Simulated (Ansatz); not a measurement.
Ansatz (a quantum-chemistry and plane-wave program) input:

Ansatz 0.2 input:
```yaml
crystal:
  periodic: [false, false, false]
  atoms:
    - {symbol: C, position_ang: [0.03434502, -0.57922268, -0.11175593]}
    - {symbol: N, position_ang: [-1.15449918, -1.10532927, 0.07153505]}
    - {symbol: S, position_ang: [0.69612047, 0.86592196, -0.00741171]}
    - {symbol: H, position_ang: [-1.30630618, -2.09085571, -0.06953560]}
    - {symbol: H, position_ang: [-1.95619727, -0.55125461, 0.35791320]}
basis:
  gaussian:
    orbitals: def2-TZVP
hamiltonian:
  xc: b3lyp
  dispersion: d3bj
magnetization: {spin_polarized: true, initial_magnetization: 1}
phonons: {temperatures: {t_min: 298.15, t_max: 298.15, t_step: 100}}
```

Which total energy does the run end on?

-492.27355 Eh (B3LYP-D3(BJ)/def2-TZVP). The basis has 111 functions.

It need not be the lowest isomer of its formula.
